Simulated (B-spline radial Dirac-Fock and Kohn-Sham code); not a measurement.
**The L3 (2p3/2) hole of indium ions: width and yield against charge**

Method: independent-particle rates on relativistic LDA orbitals of the hole state (multipoles up to L = 3, Coulomb Auger matrix elements, transition energies from Dirac-Fock). Computed with a radial finite-basis atomic code. Tabulated ground configurations, configuration averages; single configurations, so decays that open only by mixing (as 1s 2s² with 1s 2p² in Be-like ions) are missing and such tiny yields are far too low.

```csv
ion,configuration,radiative (eV),non-radiative (eV),yield
In,[Kr] 4d10 5s2 5p1,0.155,2.19,0.0662
In⁺,[Kr] 4d10 5s2,0.155,2.19,0.0662
In²⁺,[Kr] 4d10 5s1,0.155,2.19,0.0662
In³⁺,[Kr] 4d10,0.156,2.20,0.0662
In⁴⁺,[Kr] 4d9,0.155,2.19,0.0661
In⁵⁺,[Kr] 4d8,0.154,2.18,0.0660
In⁶⁺,[Kr] 4d7,0.154,2.18,0.0659
In⁷⁺,[Kr] 4d6,0.153,2.17,0.0659
```
